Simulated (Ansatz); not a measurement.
Consider the formal exchange of groups at a Ge–O bond: `[GeH3][O][GeH3]` + `C=C(C)C=O` → `C=[C]([GeH3])C=O` + `C[O][GeH3]`.

Program: Ansatz. Geometries: PBE0-D4/def2-TZVP. ΔE: electronic, gas phase. CBS: MP2 limit from def2 TZ/QZ plus the TZ coupled-cluster correction, frozen cores. DFT in def2-TZVPP. For Ge outer-core shells are correlated without core-valence functions, which leaves a few kJ/mol of doubt a bond. Scalar relativity is left out up to krypton. One conformer a species, not always the lowest.

```
           species  r2SCAN-D4 energy (Eh)
 `[GeH3][O][GeH3]`            -4232.83454
       `C=C(C)C=O`             -231.19180
`C=[C]([GeH3])C=O`            -2270.07276
      `C[O][GeH3]`            -2193.91077
```

(1) Work out ΔE.

Largest T1 diagnostic among the species: 0.014.

Results:

(1) ΔE = (-2270.07276) + (-2193.91077) − (-4232.83454) − (-231.19180) = 0.04281 Eh = +1.16 eV. CCSD(T)/CBS gives +1.14 eV.

From PBE to PBE0 (25 % exact exchange), in def2-TZVPP and without D4, ΔE moves by +0.04 eV. In def2-TZVPP, CCSD(T) changes the Hartree–Fock value by −0.10 eV (the triples alone add −0.01 eV) and MP2 by −0.04 eV.
